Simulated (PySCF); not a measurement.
Al(I)2(Me) (CH₃AlI₂), SMILES [I][Al]([CH3])[I].

Geometry optimised at PBE0-D3(BJ)/def2-SVP. The structure was generated by enumeration; whether it is a known compound was not checked. The def2 effective core potentials stand for the cores of I; spin–orbit coupling is left out.

Level of theory: PySCF with PBE0-D3(BJ)/def2-SVP.

Frequencies are harmonic and unscaled.

A small imaginary wavenumber (i) marks a very flat motion, where grid noise or a shallow saddle decides the sign.

```json
[
 {"mode": "1", "ν (cm⁻¹)": "16i", "IR (km/mol)": "0.0", "Raman (Å⁴/amu)": "0.2", "depolarisation": "0.75", "moving atoms (share of kinetic energy)": "H 98 %"},
 {"mode": "2", "ν (cm⁻¹)": "77", "IR (km/mol)": "1.1", "Raman (Å⁴/amu)": "3.8", "depolarisation": "0.67", "moving atoms (share of kinetic energy)": "I 82 %, Al 12 %"},
 {"mode": "3", "ν (cm⁻¹)": "129", "IR (km/mol)": "2.0", "Raman (Å⁴/amu)": "2.9", "depolarisation": "0.75", "moving atoms (share of kinetic energy)": "C 54 %, H 31 %, I 14 %"},
 {"mode": "4", "ν (cm⁻¹)": "157", "IR (km/mol)": "7.0", "Raman (Å⁴/amu)": "0.3", "depolarisation": "0.73", "moving atoms (share of kinetic energy)": "Al 71 %, H 16 %, C 9 %"},
 {"mode": "5", "ν (cm⁻¹)": "257", "IR (km/mol)": "13.2", "Raman (Å⁴/amu)": "16.3", "depolarisation": "0.11", "moving atoms (share of kinetic energy)": "Al 36 %, I 32 %, C 25 %"},
 {"mode": "6", "ν (cm⁻¹)": "410", "IR (km/mol)": "122.8", "Raman (Å⁴/amu)": "2.4", "depolarisation": "0.75", "moving atoms (share of kinetic energy)": "Al 81 %, I 12 %"},
 {"mode": "7", "ν (cm⁻¹)": "644", "IR (km/mol)": "29.9", "Raman (Å⁴/amu)": "2.0", "depolarisation": "0.43", "moving atoms (share of kinetic energy)": "H 73 %, C 19 %, Al 8 %"},
 {"mode": "8", "ν (cm⁻¹)": "675", "IR (km/mol)": "64.1", "Raman (Å⁴/amu)": "8.9", "depolarisation": "0.20", "moving atoms (share of kinetic energy)": "C 40 %, Al 39 %, H 21 %"},
 {"mode": "9", "ν (cm⁻¹)": "703", "IR (km/mol)": "124.7", "Raman (Å⁴/amu)": "0.3", "depolarisation": "0.42", "moving atoms (share of kinetic energy)": "H 73 %, C 20 %"},
 {"mode": "10", "ν (cm⁻¹)": "1204", "IR (km/mol)": "15.7", "Raman (Å⁴/amu)": "8.5", "depolarisation": "0.07", "moving atoms (share of kinetic energy)": "H 79 %, C 20 %"},
 {"mode": "11", "ν (cm⁻¹)": "1413", "IR (km/mol)": "0.8", "Raman (Å⁴/amu)": "8.9", "depolarisation": "0.75", "moving atoms (share of kinetic energy)": "H 96 %"},
 {"mode": "12", "ν (cm⁻¹)": "1415", "IR (km/mol)": "5.5", "Raman (Å⁴/amu)": "7.6", "depolarisation": "0.75", "moving atoms (share of kinetic energy)": "H 95 %"},
 {"mode": "13", "ν (cm⁻¹)": "3052", "IR (km/mol)": "0.1", "Raman (Å⁴/amu)": "145.4", "depolarisation": "0.01", "moving atoms (share of kinetic energy)": "H 97 %"},
 {"mode": "14", "ν (cm⁻¹)": "3153", "IR (km/mol)": "0.2", "Raman (Å⁴/amu)": "92.8", "depolarisation": "0.73", "moving atoms (share of kinetic energy)": "H 91 %, C 9 %"},
 {"mode": "15", "ν (cm⁻¹)": "3175", "IR (km/mol)": "0.2", "Raman (Å⁴/amu)": "107.6", "depolarisation": "0.75", "moving atoms (share of kinetic energy)": "H 91 %, C 9 %"}
]
```
